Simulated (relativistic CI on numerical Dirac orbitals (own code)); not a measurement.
**Hyperfine structure of La9+, mass number 138**

Method of calculation: Dirac-Coulomb-Breit CI, KLI orbitals optimised for each configuration, model QED (radiative potential, 1s self-energy scaled to tabulated hydrogen-like ionisation energies), unscaled Slater integrals (own radial code, finite nucleus).

Configurations in the expansion (outside the closed core [Kr]): 4d10 5s2, 4d10 5s 5p, 4d10 5s 4f, 4d10 5s 5d, 4d10 5s 5f, 4d10 5p 5d, 4d10 4f 5d, 4d10 5s 5g, 4d9 5s2 4f, 4d10 5s 6s, 4d10 5p2, 4d9 4f 5p2, 4d10 4f2, 4d9 4f3, 4d10 4f 5p, 4d9 4f2 5p. Double excitations out of closed p, d and f shells are left out; levels of such configurations are missing from the list, as are those of other unlisted configurations, and high levels can miss mixing partners.

Nuclear spin I = 5, μ = 3.7084 μN, Q = 0.39 b (tables of Stone and Pyykkö). The electronic factors are computed for point nuclear moments, without core polarisation or the Bohr-Weisskopf and QED corrections.

```tsv
Level	E (cm⁻¹)	A (MHz)	B (MHz)
4d10 5s 5p 3P°_1	121296	30180	-1100
4d10 5s 5p 3P°_2	144775	16200	2350
4d10 5s 5p 1P°_1	178779	-5025	2240
4d10 5s 4f 3F°_2	197695	-8935	199
4d10 5s 4f 3F°_3	198377	4345	217
4d10 5s 4f 3F°_4	199503	7323	284
4d10 5s 4f 1F°_3	207115	-1307	293
4d10 5p2 1D_2	313223	5193	2270
```

Levels with J = 0, under 50 % of one LS term, or S terms without an open s electron are left out. Small factors come from cancelling terms and can be off by tens of per cent or more.

At this charge transitions that keep the count of f electrons are usually good to a few per cent. Levels and lines within the n = 5 or 6 shells can be off by up to 10 % or somewhat more, and those that change n by about 2 %, since core polarisation is missing. Levels that differ in their count of f electrons can be misplaced by several ten thousand cm⁻¹, since the correlation energy of f electrons is missing or only estimated; rates across such gaps can be off by orders of magnitude.

Give the hyperfine levels of 4d10 5s 5p 3P°_1 relative to its centre of gravity.

With K = F(F + 1) − I(I + 1) − J(J + 1), E = AK/2 + B[¾K(K + 1) − I(I + 1)J(J + 1)]/[2I(2I − 1)J(2J − 1)]: F = 4: -181600, F = 5: -29460, F = 6: 150600 MHz.

LS names give the leading component of a level, which can be under half, so a name can repeat, a term be missing and a line seem to break the LS rules.
